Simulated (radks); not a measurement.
Rb+, 36 electrons, occupied as [Kr].

Calculated with a radial shooting solver on a logarithmic mesh with Libxc functionals: scalar-relativistic Kohn-Sham, BLYP, spin-polarised, spherical densities, point nucleus.

Energy parts (hartree):
| part | energy |
|---|---|
| total | -2981.50836 |
| kinetic | 3053.70803 |
| electron-nucleus | -7177.31852 |
| Hartree | 1243.12176 |
| exchange-correlation | -101.01962 |

Orbitals (lengths in bohr, moments of r in powers of bohr):
| orbital | occ. | eigenvalue (hartree) | <r^4> |
|---|---|---|---|
| 1s | 2 | -552.8154 | 0.00001234 |
| 2s | 2 | -74.02554 | 0.002400 |
| 2p | 6 | -65.65688 | 0.001731 |
| 3s | 2 | -11.15060 | 0.1416 |
| 3p | 6 | -8.46785 | 0.1659 |
| 3d | 10 | -4.02875 | 0.2388 |
| 4s | 2 | -1.37758 | 9.125 |
| 4p | 6 | -0.78921 | 19.94 |

The highest occupied level is 4p at -21.475 eV. For comparison, the ionisation energy in NIST's Atomic Spectra Database is 27.290 eV (measured). In exact Kohn-Sham theory the highest level is minus the ionisation energy, but local and semilocal functionals leave it too shallow, through self-interaction and a potential that decays too fast; potentials with the right tail come closer. Summed over all electrons, <r^2> = 31.50 bohr^2, which gives a Langevin (diamagnetic) susceptibility term of -24.9 x 10^-6 cm^3/mol.
